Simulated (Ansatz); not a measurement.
C$_{2}$H$_{6}$AlI, SMILES `[AlH2][CH2]CI`, relaxed with RKS PBE0-D4/def2-TZVP in Ansatz from a PBE-D4/def2-SVP geometry. The force threshold is 0.005 eV/Å; the program also tests the step.

Charge 0, multiplicity 1. I takes the def2 core potential.

Start:

```xyz
10

Al   -0.216    0.682   -1.662
C     0.170   -0.554   -0.153
C    -0.018    0.041    1.218
I     0.458   -1.356    2.884
H    -0.639    2.206   -1.391
H    -0.090    0.113   -3.155
H    -0.461   -1.459   -0.299
H     1.216   -0.908   -0.303
H     0.643    0.903    1.425
H    -1.063    0.332    1.437
```

Question: How much energy does the relaxation release, and in how many steps? (Estimate.)

Answer: Computed: 0.04 eV, in 10 steps.

Question: Which bonds change most? (Estimate.)

Answer: Computed: C3–I4 from 2.226 to 2.175 Å; C3–H9 from 1.106 to 1.088 Å; C3–H10 from 1.106 to 1.088 Å; C2–H8 from 1.115 to 1.097 Å.

Question: Give the relaxed structure. (An estimate is asked.)

Answer: The calculation gave: 
```xyz
10

Al   -0.218    0.670   -1.646
C     0.174   -0.558   -0.153
C    -0.009    0.044    1.208
I     0.432   -1.329    2.837
H    -0.680    2.161   -1.355
H    -0.061    0.138   -3.132
H    -0.461   -1.443   -0.281
H     1.200   -0.922   -0.289
H     0.655    0.885    1.402
H    -1.032    0.354    1.410
```
